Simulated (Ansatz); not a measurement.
Species: C$_{3}$H$_{9}$Al, SMILES `[CH3][Al]([CH3])[CH3]` (charge 0, multiplicity 1).

Q: Give a relaxed geometry from PBE0-D4/def2-TZVP in Ansatz (an electronic-structure program).

A: the end point of this relaxation (outside a Z-matrix the atoms follow the SMILES, hydrogens last).
Cartesian coordinates (Å) in one orientation:
```xyz
13

C     -0.515     1.887    -0.120
Al    -0.002     0.001    -0.001
C     -1.373    -1.395    -0.061
C      1.885    -0.489     0.183
H      0.312     2.573     0.081
H     -0.893     2.117    -1.124
H     -1.329     2.126     0.572
H     -1.372    -1.982     0.865
H     -1.174    -2.108    -0.869
H     -2.384    -1.005    -0.202
H      2.064    -1.564     0.104
H      2.273    -0.164     1.155
H      2.502     0.012    -0.571
```
